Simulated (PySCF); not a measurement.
C4H6ClF, SMILES C/C(F)=C(\C)Cl. Geometry: PBE0-D3(BJ)/def2-SVP.

Computed equilibrium geometry at PBE0-D3(BJ)/def2-SVP (PySCF confirms it by a frequency run) as Cartesian coordinates in Å, and its point group:
point group Cs.
```xyz
12

C      0.3747    -2.2756     0.0000
C     -0.2161    -0.9138     0.0000
F     -1.5512    -0.9441     0.0000
C      0.4174     0.2675     0.0000
C      1.8885     0.5019     0.0000
Cl    -0.5400     1.7180     0.0000
H      0.0313    -2.8322     0.8868
H      0.0313    -2.8322    -0.8868
H      1.4698    -2.2580     0.0000
H      2.1835     1.0850     0.8867
H      2.4547    -0.4380     0.0000
H      2.1835     1.0850    -0.8867
```
Charge 0, spin multiplicity 1.
